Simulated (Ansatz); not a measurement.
Frontier orbitals of `B[SiH2]OBF`.

Total charge 0; spin multiplicity 1. All single points use the PBE0-D4/def2-TZVP geometry. It is one conformer, not always the lowest. Basis def2-TZVPP, Ansatz.

```csv
functional,HOMO (eV),LUMO (eV),gap (eV)
PBE,-7.24,-3.76,3.48
revPBE,-7.20,-3.64,3.56
PBE0,-8.50,-2.73,5.77
B3LYP,-8.31,-2.94,5.37
r2SCANh,-7.98,-3.05,4.93
CAM-B3LYP,-9.88,-1.59,8.29
ωB97X-V,-10.88,-0.48,10.40
ωB97M-V,-10.68,-0.75,9.93
```

From PBE to PBE0 the HOMO moves by −1.26 eV and the LUMO by +1.02 eV, and with ωB97M-V by −3.44 and +3.00 eV, so the gap grows from 3.48 to 9.93 eV with exact exchange.

B3LYP here is the variant with VWN-RPA as its local correlation; programs differ in this.
